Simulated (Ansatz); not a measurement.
Basis-set series for CH4ClInO, SMILES `[CH3][In]([OH])[Cl]`. Charge 0, multiplicity 1. In takes the def2 core potential. Geometry: relaxed with PBE0-D4/def2-TZVP. It is one conformer, not always the lowest.

```xyz
8

C    -0.134    1.113   -0.784
In    0.248   -0.770    0.137
O    -0.194   -1.400    1.959
Cl    1.336   -2.497   -0.981
H     0.245    1.915   -0.152
H     0.358    1.140   -1.754
H    -1.209    1.240   -0.913
H    -0.649   -0.741    2.489
```

| functional | basis | functions | energy (Eh) | HOMO (eV) | LUMO (eV) |
| --- | --- | --- | --- | --- | --- |
| PBE0-D4 | def2-TZVPP | 210 | -765.93074 | -8.21 | -1.29 |
| PBE0-D4 | def2-QZVPP | 386 | -765.95326 | -8.24 | -1.42 |
| ωB97M-V | def2-TZVPP | 210 | -766.08597 | -10.43 | 0.41 |
| ωB97M-V | def2-QZVPP | 386 | -766.10771 | -10.46 | 0.10 |

(1) Give the rows for def2-SVP. (An estimate is asked.)

Results:

(1) Ansatz gave: 
| functional | basis | functions | energy (Eh) | HOMO (eV) | LUMO (eV) |
| --- | --- | --- | --- | --- | --- |
| PBE0-D4 | def2-SVP | 92 | -765.61645 | -8.04 | -1.03 |
| ωB97M-V | def2-SVP | 92 | -765.76779 | -10.23 | 0.74 |

Positive LUMOs are unbound and depend on the basis.
